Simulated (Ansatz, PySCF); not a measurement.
Dissociation curve of SiH (cation, charge +1), singlet. Each curve is given relative to its own lowest point near equilibrium.

```
R / Å     A     B     C      D
-----  ----  ----  ----  -----
1.22   26.7  27.7  25.2   27.7
1.31   11.5  12.1  10.2   12.1
1.36    6.3   6.7   5.3    6.7
1.42    2.3   2.6   1.7    2.6
1.45    1.1   1.3   0.7    1.3
1.52    0.0   0.0   0.0    0.0
1.56    0.2   0.1   0.5    0.1
1.63    1.6   1.5   2.4    1.4
1.64    1.9   1.8   2.8    1.7
1.76    6.9   6.8   8.6    6.5
1.86   12.3  12.4  14.7   12.0
2.04   23.6  23.9  26.6   23.3
2.28   38.9  39.8  41.7   39.0
2.51   52.3  52.5  53.5   52.9
2.72   61.3  59.6     —   64.0
3.02   68.6  65.3     —   76.9
3.34   72.0  68.3     —   87.1
3.77   73.9  70.3     —   96.1
4.17   74.6  71.3     —  101.1
4.62   75.0  71.9     —  104.1
5.44   74.9  72.2     —  106.0
6.10   74.4  72.1     —  106.1
```

Energies in kcal/mol.

### Question
Match the curves with the methods CCSDT on RHF/def2-TZVP, frozen core in Ansatz (an electronic-structure program); restricted PBE/def2-TZVP (Ansatz); unrestricted B3LYP/LANL2DZ, with its core potentials past Ne in PySCF; unrestricted BLYP/def2-TZVP in Ansatz.

### Answer
A is UKS-BLYP; B is UKS-B3LYP/LANL2DZ; C is RCCSDT; D is RKS-PBE.

Dashes: no converged value, or the column stops at the first point that the program doubted or that broke a chosen test of continuity, which isn't proof of a fault.

The unrestricted determinant behind UKS-BLYP, UKS-B3LYP/LANL2DZ is spin-contaminated at 2.51 to 6.10 Å (<S²> up to 1.0, against 0.00 for a pure singlet). The restricted form behind RKS-PBE keeps the bonding electrons paired and can't separate into open-shell fragments. The T1 diagnostic of CCSD on the restricted reference of RCCSDT exceeds 0.045 at 3.02 to 6.10 Å.
